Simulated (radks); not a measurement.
Q: All-electron atom: Os3+ in [Xe] 4f13 5d6 (not the ground configuration). All-electron calculation, non-relativistic Kohn-Sham, PBE, spin-polarised, spherical densities, point nucleus; open shells are filled with parallel spins first (spin-orbit coupling, left out, can overturn this in heavy ions); relativity is left out, which matters for an element this heavy. Program: a radial shooting solver on a logarithmic mesh with Libxc functionals. Some entries of the table are withheld. Estimate them.

orbital  occ.  eigenvalue (eV)  <1/r> (bohr^-1)  <r^2> (bohr^2)
1s down     1        -67446.03            75.45       0.0005306
1s up       1        -67446.02            75.45       0.0005306
2s up       1        -11193.46            17.72        0.008287
2s down     1        -11193.10            17.72        0.008286
2p up       3        -10744.12            17.75        0.006122
2p down     3        -10743.86            17.75        0.006121
3s up       1        -2618.269            6.835         0.05169
3s down     1        -2617.283            6.836         0.05167
3p up       3        -2408.620            6.787         0.04772
3p down     3        -2407.713            6.788         0.04770
3d up       5        -2017.650            6.713         0.03698
3d down     5        -2016.883            6.714         0.03696
4s up       1        -570.8267            2.973          0.2502
4s down     1        -569.4376            2.972          0.2502
4p up       3        -481.9780            2.884          0.2580
4p down     3        -480.5791            2.883          0.2580
4d up       5        -319.4881            2.696          0.2755
4d down     5        -318.0360            2.695          0.2755
5s up       1        -109.0193            1.216             (1)
5s down     1        -106.1934            1.222             (2)
4f up       7        -104.8041            2.324             (3)
4f down     6        -103.2041            2.326             (4)
5p up       3         -81.5720              (5)           1.575
5p down     3         -78.5754              (6)           1.568
5d up       5         -39.0040           0.8458           2.680
5d down     1         -35.9342           0.8399           2.761

A: 
(1) 5s up <r^2> (bohr^2): 1.324
(2) 5s down <r^2> (bohr^2): 1.315
(3) 4f up <r^2> (bohr^2): 0.3407
(4) 4f down <r^2> (bohr^2): 0.3391
(5) 5p up <1/r> (bohr^-1): 1.108
(6) 5p down <1/r> (bohr^-1): 1.114
